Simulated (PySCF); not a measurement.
C₄H₆OSe, SMILES C=C1CO[C@H]1[SeH].

Geometry optimised at PBE0-D3(BJ)/def2-SVP. The structure was generated by enumeration; whether it is a known compound was not checked. One conformer was computed; it need not be the lowest.

Two levels are set side by side: PBE/def2-TZVP (PySCF) and PBE0/def2-TZVP (PySCF). Same geometry, gas phase. Differences are taken from unrounded values.

| quantity | PBE |
|---|---|
| orbital gap (eV) | 3.96 |
| highest occupied level (eV) | -5.59 |
| lowest empty level (eV) | -1.64 |
| dipole moment (D) | 1.72 |
| mean polarisability (bohr³) | 79.1 |

Task: These are the PBE values. What does PBE0 give? (The exact figures need the calculation; the answer reports its results.)

Result: 
```json
[
 {"quantity": "orbital gap (eV)", "PBE0": "6.10", "PBE minus PBE0": "-2.15"},
 {"quantity": "highest occupied level (eV)", "PBE0": "-6.77", "PBE minus PBE0": "1.18"},
 {"quantity": "lowest empty level (eV)", "PBE0": "-0.67", "PBE minus PBE0": "-0.97"},
 {"quantity": "dipole moment (D)", "PBE0": "1.77", "PBE minus PBE0": "-0.05"},
 {"quantity": "mean polarisability (bohr³)", "PBE0": "76.6", "PBE minus PBE0": "2.5"}
]
```

PBE's occupied levels lie high since its potential decays too fast outside the molecule; exact exchange lowers them and widens the gap. PBE's more diffuse valence density responds more strongly to a field. Differences between two approximate levels are no errors against the true value.

Rough cost on one machine, each run with all the roots and properties that it gave: PBE0 against PBE within a factor of 2.
